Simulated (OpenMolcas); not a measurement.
Mn4+ with 6 ligands (fluoride) in octahedral coordination (Oh). A charge of +0.333 e stands 2.4 Å behind each ligand. Ligand basis ANO-RCC-VDZP.

- Program: OpenMolcas 26.06
- Method: SS-CASPT2, IPEA 0.25 Eh, imaginary shift 0.1 Eh (closed shells correlated: 3s 3p and the ligand valence shells)
- Basis: ANO-RCC-VDZP [5s4p2d1f]
- Scalar Hamiltonian: DKH2, point nucleus
- Active space: 3 electrons in 5 orbitals (3d)
- State averaging: 2S+1 = 4 even, 10 roots; 2S+1 = 2 even, 40 roots
- Spin-orbit coupling: RASSI with atomic mean-field integrals over the reference wave functions

All ligands move together. At R = 1.84 Å the first state of the same spin is 24850 cm-1, and at R = 1.88 Å it is 23710 cm-1.

A third run gives 28440 cm-1. What distance was it run at?

With a power law R^-n the two known points give n = -ln(23710 / 24850) / ln(1.88 / 1.84) = 2.18. Then R = 1.84 × (24850 / 28440)^(1/2.18) = 1.730 Å. The run was at 1.75 Å, so the estimate is off by -0.020 Å.

Roots that are degenerate in the reference are averaged as groups; the widest CASPT2 spread within a group is 1100 cm-1 (the 3-fold group of multiplicity 2 near 83100 cm-1 above the lowest state of its run, R = 1.88). Shifts and gaps below about the spread of the groups concerned are not significant. Over all roots computed the reference weight is 0.68 to 0.70 in R = 1.75, 0.67 to 0.69 in R = 1.84, 0.67 to 0.68 in R = 1.88; a low but even weight reflects the number of correlated electrons. Ligand-to-metal charge-transfer states are missing. With no ligand orbital active B as a rule stays too high, so bands that hang on it stand too high and its fall with covalency is understated. With one d shell and no ligand orbital active, 10Dq can be off by a tenth or more. The least metal-like active orbital is 79 % on the metal (Löwdin) and no ligand orbital is active, so the numbers are rough (holds for R = 1.75). The least metal-like active orbital is 80 % on the metal (Löwdin) and no ligand orbital is active, so the numbers are rough (holds for R = 1.84; R = 1.88). No measured value stands beside these numbers; the geometry is a model, was not optimised and need not be the one that this ion takes.
